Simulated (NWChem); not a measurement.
**Lowest excitation of H₃S₂ (+1)**

SMILES: S[SH2+]
```xyz
5

S     -0.5847    -0.9164     0.0000
S      0.5567     0.8300     0.0000
H      0.5335    -1.6858     0.0000
H     -0.0434     1.5340     1.0045
H     -0.0434     1.5340    -1.0045
```
Charge +1, spin multiplicity 1.

Program: NWChem. The geometry was optimised at PBE0/def2-SVP, a minimum by its harmonic frequencies. It is one conformer; others weren't searched.

Basis set: aug-cc-pVDZ.

The cost column gives rough processor time relative to TDA-LDA (SVWN5); each entry includes its own SCF.

The correlated methods keep 10 core orbitals frozen. B3LYP has NWChem's definition, with VWN1-RPA local correlation. The structure started from a generated list of species. Coupled-cluster values serve here as a point of comparison, not as the truth.

```
method           lowest vertical singlet excitation energy (eV)  relative cost
---------------  ----------------------------------------------  -------------
TDA-LDA (SVWN5)                                             ___              1
TD-PBE                                                      ___        under 3
TD-B3LYP                                                    ___              4
EOM-CCSD                                                    ___              5
CIS                                                        4.70        under 3
```

### Question
What belongs in the gaps?

### Answer

- TDA-LDA (SVWN5), lowest vertical singlet excitation energy (eV): 4.00
- TD-PBE, lowest vertical singlet excitation energy (eV): 4.02
- TD-B3LYP, lowest vertical singlet excitation energy (eV): 4.11
- EOM-CCSD, lowest vertical singlet excitation energy (eV): 4.43
